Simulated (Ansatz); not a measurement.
System: C₄H₁₂Ta (charge 0, doublet). The spin state was set by rule; other spins were not relaxed. 
Coordinates optimised at B3LYP-D3(BJ)/def2-TZVP (Ansatz, a quantum-chemistry and plane-wave program):
```
Ta
C 1 2.1660
H 2 1.0963 1 110.91
H 2 1.0963 3 107.15 1 -121.18
H 2 1.0989 3 107.74 4 -115.70
C 1 2.1660 2 120.59 3 -59.47
H 6 1.0963 1 110.91 2 -59.47
H 6 1.0963 7 107.15 1 -121.18
H 6 1.0989 7 107.74 8 -115.70
C 1 2.1660 2 104.21 3 -175.83
H 10 1.0963 1 110.91 2 -56.89
H 10 1.0963 11 107.15 1 121.18
H 10 1.0989 11 107.74 12 115.70
C 1 2.1660 2 104.21 3 56.89
H 14 1.0963 1 110.91 2 56.89
H 14 1.0963 15 107.15 1 -121.18
H 14 1.0989 15 107.74 16 -115.70
```
Charge 0, spin multiplicity 2.

Parts of the frozen-core correlation energy in def2-TZVPP (Ansatz, hartree). Frozen orbitals: 8; correlated occupied orbitals by spin: 17 and 16; virtual: 323 and 324. UHF or UKS for open shells. Spin-orbit coupling is left out. In def2 rows, elements after Kr have scalar-relativistic effective core potentials.

```tsv
term	value
reference (HF)	-214.87436
MP2 opposite-spin	-0.68709
MP2 same-spin	[?]
CCSD correlation	[?]
(T)	[?]
T1 diagnostic	0.016
largest doubles amplitude	0.014
<S^2> of the reference	0.757
```

**Question.** What belongs in the gaps?

**Answer.** 
- MP2 same-spin, value: -0.19709
- CCSD correlation, value: -0.94462
- (T), value: -0.03998
